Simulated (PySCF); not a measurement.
**How methods differ on the excitation energy of Fe²⁺**

Fe²⁺ [Ar] 3d6 (5D) → Fe²⁺ [Ar] 3d5 4s1 (7S), as a difference of total energies. Computed with PySCF 2.14 in aug-cc-pVTZ (8s7p5d3f2g, 93 functions), with no relativity, point nucleus. Correlated levels: valence: [Ar] frozen. The calculations carry no spin-orbit coupling.

```
           method  excitation energy (eV)
              UHF                   2.720
              LDA                   4.309
              PBE                   4.346
             PBE0                   4.189
           r2SCAN                   3.935
              M06                   4.107
          LC-wPBE                   4.725
           PBEsol                   4.303
             PW91                   4.416
    MP2 (valence)                   3.889
SCS-MP2 (valence)                   4.367
```

Problem. How much does correlation contribute at MP2 (valence)?

Solution. 3.889 − (2.720) = 1.169 eV, measured against UHF.

A first-order spin-orbit estimate (lowest level to lowest level, LS coupling) adds 0.054 eV.
